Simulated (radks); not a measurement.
Polarisabilities and homonuclear dispersion coefficients (atomic units). Code: a radial shooting solver on a logarithmic mesh with Libxc functionals. Model: scalar-relativistic Kohn-Sham, PBE, spin-polarised, spherical densities, finite nucleus; open shells are filled with parallel spins first (spin-orbit coupling, left out, can overturn this in heavy ions); Fermi nuclear charge, rms radius of each element as measured or else 0.836 A^(1/3) + 0.57 fm. Response by self-consistent Sternheimer equations with the Hartree and adiabatic LDA kernel, the relativistic mass of each level held fixed and spin-orbit coupling left out. For heavy and open-shell atoms this level of theory can miss by tens of per cent. "Uncoupled" leaves out the induced potential. Quadrupole and octupole values are given only where no p, d or f shell is open.

\begin{tabular}{lrrrrrrrr}
species & configuration & alpha1 (bohr^3) & alpha1, uncoupled & alpha2 (bohr^5) & alpha3 (bohr^7) & C6 & C8 & recommended alpha1 \\ \hline
Pm & [Xe] 4f5 6s2 & 192.6 & 382.1 & - & - & 3188 & - & 200 +/- 20 \\
K & [Ar] 4s1 & 281.9 & 325.5 & 6617 & 227200 & 3719 & 510600 & 289.7 +/- 0.3 \\
Se+ & [Ar] 3d10 4s2 4p3 & 14.25 & 21.84 & - & - & 87.82 & - & - \\
Pr3+ & [Xe] 4f2 & 7.349 & 13.24 & - & - & 44.21 & - & - \\
Pr+ & [Xe] 4f3 6s1 & 96.69 & 9213 & - & - & 889.7 & - & - \\
Cr2+ & [Ar] 3d4 & 4.709 & 5.724 & - & - & 14.06 & - & - \\
\end{tabular}

Recommended values: Schwerdtfeger and Nagle, table of static dipole polarisabilities (2023 update), measured or computed.
